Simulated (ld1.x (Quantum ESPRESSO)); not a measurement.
tin (Sn): one change to an ultrasoft potential, before and after

ld1.x (Quantum ESPRESSO) 7.5 input, shortened:

```
&input
   title='Sn', zed=50., rel=1, dft='PBESOL', iswitch=3,
   config='[Kr] 4d10 5s1.75 5p2.25'
 /
 &inputp
   pseudotype=3, tm=.true., lloc=-2, rcloc=1.20,
   nlcc=.false.,
   which_augfun='PSQ', rmatch_augfun_nc=.true.
 /
6
5S  1  0   1.75   0.00  1.60  2.00  0.0
5S  1  0   0.00  -0.25  1.60  2.00  0.0
5P  2  1   2.25   0.00  1.55  2.05  0.0
5P  2  1   0.00   1.95  1.55  2.05  0.0
4D  3  2  10.00   0.00  1.35  1.45  0.0
4D  3  2   0.00  -1.50  1.35  1.45  0.0
 &test
   configts(1)='4d10 5s1.75 5p2.25'
 /
```

All-electron outer shells of the reference configuration (PBEsol, scalar-relativistic, ld1.x):

```
shell  level (eV)  outermost node (bohr)  outermost maximum (bohr)
   4s     -134.14                   0.40                      0.74
   4p      -89.96                   0.41                      0.79
   4d      -26.17                   0.39                      0.88
   5s      -10.82                   0.98                      2.01
   5p       -3.87                   1.09                      2.55
```

Change: waves 5s (bound): rcut 1.60, rcutus 2.68 bohr; 5s channel at -0.25 Ry: rcut 1.60, rcutus 2.68 bohr.

Cutoffs: the cutoffs (Ry, on a coarse ladder) from which the occupation-weighted sum of valence levels, in a spherical-Bessel basis at the reference potential, stays within 10 and 1 mRy of its value at 400 Ry; they do not see the model core or the augmentation charge, which bear on the density cutoff. Errors are all-electron minus pseudo energies relative to the spin-unpolarised reference configuration.

Question: How do hardness, ghosts and transferability respond?

Answer: The potential gets neither clearly harder nor softer (70 Ry and 110 Ry → 70 Ry and 120 Ry); both files keep a bound ghost (s); of the 7 tests that both files solve, the error grows in 3 and shrinks in 1 by more than 15 % and 0.3 meV (median size 1.7 → 0.9 meV).

```csv
quantity,base,changed
"cutoff, loose",70 Ry,70 Ry
"cutoff, tight",110 Ry,120 Ry
bound ghosts,s,s
"error for 4d10 5s2 5p2, meV [ΔE -1.73 eV]",+0.2,+0.2
"error for 4d10 5s2 5p1, meV [ΔE 5.17 eV]",-1.7,-2.2
"error for 4d10 5s2 5p0, meV [ΔE 19.14 eV]",-7.0,-8.8
"error for 4d10 5s2 5p2.3, meV [ΔE -2.58 eV]",+0.5,+0.4
"error for 4d10 5s0 5p4, meV [ΔE 12.52 eV]",+4.9,+0.9
"error for 4d9 5s2 5p3, meV [ΔE 22.67 eV]",-52,-105
"error for 4d10 5s1 5p2, meV [ΔE 12.86 eV]",-0.4,-0.5
lowest overlap eigenvalue by channel,"s 0.39, p 0.54, d 0.89","s 0.14, p 0.54, d 0.89"
```

 A true bound ghost makes a file unfit for plane-wave use even where its test errors are small: the radial tests pick states by their node count and pass the ghost by.
